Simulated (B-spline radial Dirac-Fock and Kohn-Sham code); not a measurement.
Ho²⁺: non-radiative channels of the N2 vacancy

System: holmium as Ho²⁺ in the configuration 1s2 2s2 2p6 3s2 3p6 3d10 4s2 4p6 4d10 4f11 5s2 5p6.

Method: independent-particle radiative and Coulomb Auger rates from relativistic LDA hole-state orbitals, with Dirac-Fock energies. Computed with a radial atomic solver. Kinetic energies are configuration averages from the vacuum level; the two-hole energies are estimated from single-hole states.

| transition | kinetic energy (eV) | width (meV) | share (%) |
| --- | --- | --- | --- |
| N2-N4O1 | 89.03 | 537 | 5.8 |
| N2-N4O2 | 115.3 | 367 | 3.9 |
| N2-N4O3 | 120.8 | 647 | 6.9 |
| N2-N5O2 | 122.3 | 336 | 3.6 |
| N2-N4N6 | 138.2 | 1870 | 20.1 |
| N2-N4N7 | 138.2 | 3930 | 42.2 |
| N2-N5N6 | 144.4 | 481 | 5.2 |
| N2-N6O2 | 286.3 | 156 | 1.7 |
| N2-N7O2 | 287.3 | 253 | 2.7 |
| N2-N6N7 | 310.0 | 211 | 2.3 |

Coster-Kronig rates are the weakest part of this model and often come out 1.5 to 2.5 times too large. Super-Coster-Kronig decay this fast strains the one-particle picture, and such widths tend to come out too large. The listed channels hold 94 % of the non-radiative rate. Summed by principal shells, of 9.31 eV in all: NNN 71.5 %, NNO 27.7 %, NOO 0.8 %.
